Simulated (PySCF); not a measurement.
Several structures and their simulated spectra, in scrambled order.

A. `c1(C(C)=O)cccc(F)c1`
B. `C#C/C(=C/CC)CO`
C. `CC(C)(C)Cn1cnnc1`
D. SMILES Cc1nn(C(C)C)nc1C

Spectrum 1. $^{13}$C{$^{1}$H} NMR (computed): δ 145.5 (C), 57.1 (CH), 25.2 (CH3), 12.7 (CH3).

Spectrum 2. $^{13}$C{$^{1}$H} NMR (computed): δ 199.4 (C), 172.6 (C), 142.1 (C), 135.9 (CH), 130.5 (CH), 126.2 (CH), 121.7 (CH), 28.6 (CH3).

Spectrum 3. $^{13}$C{$^{1}$H} NMR (computed): δ 146.8 (CH), 58.7 (CH2), 35.2 (C), 28.7 (CH3).

Spectrum 4. $^{13}$C{$^{1}$H} NMR (computed): δ 157.5 (CH), 127.3 (C), 91.0 (C), 84.9 (CH), 66.1 (CH2), 27.0 (CH2), 16.4 (CH3).

Gas phase, relativity neglected, one conformer, fast rotation and ring inversion assumed for equivalent nuclei. Coordinates at the GFN2-xTB level; NMR shieldings at PBE0/pcSseg-1/GIAO; PySCF 2.14.

Scale: TMS for $^{13}$C (σ = 186.93 ppm) (reference shieldings calculated alike). Splittings of carbon signals by F and P are missing where no couplings were computed. Shifts are as computed. Against solution values, carbons near 30 ppm lie about +3 ppm off and those near 130 ppm about +5 ppm. Of 1211 compounds with measured shifts, 218 miss one by over three times the rms of a fit or turn the order of signals round; such compounds aren't used in these exercises.

**Question.** Which spectrum belongs to which compound?

**Answer.** 1–D, 2–A, 3–C, 4–B.

- Spectrum 1 (D): 4 $^{13}$C signals; δC 57.1 is an sp3 CH bonded to N; δC 25.2 is a methyl carbon.
- Spectrum 2 (A): 8 $^{13}$C signals; δC 199.4 is a ketone carbonyl carbon; δC 172.6 is an aromatic carbon bearing fluorine.
- Spectrum 3 (C): 4 $^{13}$C signals; δC 58.7 is an sp3 CH2 bonded to N; δC 35.2 is a quaternary sp3 carbon.
- Spectrum 4 (B): 7 $^{13}$C signals; δC 157.5 is an alkene CH; δC 127.3 is a fully substituted alkene carbon.
